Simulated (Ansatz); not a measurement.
Cl₃SW (SMILES [S]=[W+]([Cl])([Cl])[Cl]), charge +1, singlet, at a GFN2-xTB geometry (such geometries of metal compounds can be far from the true shape) (the multiplicity is a formal guess) (core potentials on W); BLYP/def2-SVP run with Ansatz (a quantum-chemistry and plane-wave program).

The Ansatz input:
Ansatz 0.2 input:
```yaml
crystal:
  periodic: [false, false, false]
  atoms:
    - {symbol: W, position_ang: [-0.00670039, 0.00326681, 0.00449936]}
    - {symbol: S, position_ang: [1.65251669, -0.80569397, -1.10967662]}
    - {symbol: Cl, position_ang: [0.74241801, 0.71626824, 1.86480396]}
    - {symbol: Cl, position_ang: [-0.84889867, 1.58893945, -1.13857849]}
    - {symbol: Cl, position_ang: [-1.41966276, -1.56112773, 0.29859061]}
basis:
  gaussian:
    orbitals: def2-SVP
hamiltonian:
  xc: blyp
total_charge: 1
output: {forces: true}
```

It wrote (shortened):

```
Functional definition: BLYP
1097 factors; their error is unknown
mean field evaluation 1: about -50208.5100 eV, gradient 3.1e1 eV
mean field evaluation 2: about -50198.0413 eV, gradient 7.0e1 eV
mean field evaluation 4: about -50210.3224 eV, gradient 1.6e1 eV
mean field evaluation 8: about -50210.9882 eV, gradient 9.6e-2 eV
mean field evaluation 16: about -50210.9161 eV, gradient 5.6e-5 eV
mean field -50210.91611628 eV, -1845.2171330919 hartree, gradient 5.6e-5 eV, S^2 0.000000; 0 other end points of the search recorded, 0 dependent functions left out
the calculation of the forces begins
reference -50210.91648740 eV, -1845.2171467304 hartree; 40, 40 occupied and 64, 64 virtual orbitals, 1097 factors
Total energy: -50210.91648740 eV, -1845.2171467304 hartree
Atom 0 at    -0.006700     0.003267     0.004499 Å, force     2.536827    -1.237110    -1.704080 eV/Å
Atom 1 at     1.652517    -0.805694    -1.109677 Å, force    -0.523526     0.255224     0.351499 eV/Å
Atom 2 at     0.742418     0.716268     1.864804 Å, force     1.043512     0.969094     2.538540 eV/Å
Atom 3 at    -0.848899     1.588939    -1.138578 Å, force    -1.137172     2.165636    -1.578099 eV/Å
Atom 4 at    -1.419663    -1.561128     0.298591 Å, force    -1.919642    -2.152844     0.392140 eV/Å
Dipole moment:    -0.089615     0.043693     0.060178 e Å
```
